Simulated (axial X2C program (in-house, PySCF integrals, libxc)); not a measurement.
Ω levels of NbBr from open-shell CI on d3 s1 p(π)0

Calculated with an axial X2C code built on PySCF integrals: two-component X2C with atomic mean-field Coulomb and Gaunt terms, basis Nb dyall-v3z, Br dyall-v3z (cores contracted in-house). Orbitals come from Hartree–Fock averaged over the configuration Nb d3 s1 p(π)0; CI then distributes these electrons over the d, s, p(π) shells of Nb.

R = 2.609 Å (near the minimum of the configuration average).

Active spinors (ω > 0):

```
shell    ω  ε (eV)                   character
    d  3/2   -1.69                   100% Nb d
    d  5/2   -1.60                   100% Nb d
    d  1/2   -1.29                    94% Nb d
    d  3/2   -1.21                    95% Nb d
    d  1/2   -1.09  87% Nb d, 6% Nb p, 3% Br p
    s  1/2   -3.16          72% Nb s, 25% Nb p
 p(π)  1/2    1.19           91% Nb p, 5% Nb d
 p(π)  3/2    1.22           91% Nb p, 5% Nb d
```

Lowest levels of this model:

| Ω | energy (cm⁻¹) | g∥ | μ (D) | configuration |
| --- | --- | --- | --- | --- |
| 0 | 0 | 0.00 | -3.54 | 92% d3 s1 + 7% d4 |
| 1 | 97 | 3.29 | -3.54 | 92% d3 s1 + 7% d4 |
| 0 | 151 | 0.00 | -3.66 | 91% d3 s1 + 8% d4 |
| 1 | 251 | 4.18 | -3.64 | 91% d3 s1 + 8% d4 |
| 2 | 330 | 5.61 | -3.60 | 91% d3 s1 + 8% d4 |
| 3 | 609 | 9.61 | -3.65 | 91% d3 s1 + 8% d4 |
| 0 | 776 | 0.00 | -3.70 | 90% d3 s1 + 9% d4 |
| 0 | 853 | 0.00 | -3.74 | 90% d3 s1 + 9% d4 |
| 1 | 1033 | 0.62 | -3.71 | 90% d3 s1 + 9% d4 |
| 2 | 1215 | 4.55 | -3.70 | 90% d3 s1 + 9% d4 |
| 3 | 1388 | 8.38 | -3.77 | 89% d3 s1 + 10% d4 |
| 4 | 1460 | 11.99 | -3.80 | 89% d3 s1 + 10% d4 |
| 2 | 2027 | 7.82 | -2.65 | 99% d3 s1 |
| 1 | 2104 | 3.89 | -2.70 | 98% d3 s1 |
| 0 | 2127 | 0.00 | -2.71 | 98% d3 s1 |
| 2 | 4167 | 2.02 | -2.53 | 100% d3 s1 |
| 3 | 4535 | 6.02 | -2.54 | 100% d3 s1 |
| 4 | 4889 | 10.01 | -2.54 | 100% d3 s1 |
| 5 | 5231 | 13.99 | -2.54 | 100% d3 s1 |
| 0 | 6586 | 0.00 | -3.16 | 79% d3 s1 + 13% d2 s2 |
| 0 | 7614 | 0.00 | -3.30 | 82% d3 s1 + 8% d2 s2 |
| 0 | 7958 | 0.00 | -3.26 | 80% d3 s1 + 10% d2 s2 |
| 3 | 8645 | 6.01 | -4.28 | 72% d3 s1 + 18% d2 s2 |
| 4 | 9302 | 10.00 | -4.30 | 72% d3 s1 + 17% d2 s2 |
| 4 | 12395 | 7.95 | -3.46 | 86% d3 s1 + 11% d4 |
| 5 | 12727 | 11.67 | -3.50 | 86% d3 s1 + 11% d4 |
| 5 | 13998 | 10.34 | -3.29 | 94% d3 s1 |
| 6 | 14084 | 14.00 | -3.25 | 97% d3 s1 |
| 5 | 16759 | 12.00 | -2.93 | 94% d3 s1 |
| 6 | 24631 | 13.97 | -5.76 | 91% d4 + 6% d3 p(π)1 |

g∥ is the magnitude of 2⟨Lz + ge Sz⟩ for the +Ω component. μ is positive if the Br end is positive.

This point took 1.3 s on 1 thread of Arm Neoverse V1 (shared host).

Dynamic correlation is missing, so gaps between terms are too wide and other configurations may lie lower; the lowest level listed is that of this model, not necessarily the ground state. For d shells the ligand-field splittings (σ, π, δ) and their order can be off by a thousand cm⁻¹ or more. At most 4 roots were kept for each Ω > 0 (twice that for Ω = 0) within 3.2 eV of the lowest, so higher up levels can be missing between those listed; levels with Ω > 0 are doubly degenerate and listed once, Ω = 0 levels singly. States that fill the shells left empty in the average are placed too high.
